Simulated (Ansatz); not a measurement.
Breaking a bond in CSeS (carbon sulfide selenide)

The species is CSeS (3 atoms), meant as a singlet with charge 0. As SMILES, `S=C=[Se]`. The coordinates come from a PBE0-D4/def2-TZVP relaxation.

```tsv
atom	x (Å)	y (Å)	z (Å)
S	1.1404	-0.9922	0.5057
C	0.0352	-0.0306	0.0156
Se	-1.1756	1.0229	-0.5213
```

The C2–Se3 distance is scanned; the parts on either side stay rigid. Basis STO-3G, 15 core orbitals frozen in the correlated methods; program Ansatz 0.2.0. FCI is exact within this basis and core. Energies in eV from each method's value at 1.692 Å; methods without a U are spin-restricted; a dash marks a point that is missing or didn't converge. The shape above is that at 1.692 Å.

```
distance (Å)  revPBE  r2SCAN  BHLYP  HSE06  CCSDT  CCSDT(Q)  CCSDTQ   FCI
       1.692    0.00    0.00   0.00   0.00   0.00      0.00    0.00  0.00
       2.115    2.19    2.41   2.51   2.48   2.10      2.04    2.06  2.06
       2.538    4.82    5.15   4.86   5.15   4.36      4.38    4.37  4.36
       3.385    7.02    7.30   6.34   7.03   5.48      5.53    5.53  5.52
       4.231    7.38    7.65   6.55   7.31   5.57      5.62       –  5.61
```

Departure from the FCI curve at its largest: revPBE +1.77 eV at 4.23 Å; r2SCAN +2.04 eV at 4.23 Å; BHLYP +0.94 eV at 4.23 Å; HSE06 +1.70 eV at 4.23 Å; CCSDT +0.04 eV at 2.12 Å; CCSDT(Q) -0.01 eV at 2.12 Å; CCSDTQ +0.01 eV at 2.54 Å. Restricted functionals keep the electrons paired too, and rise too high.
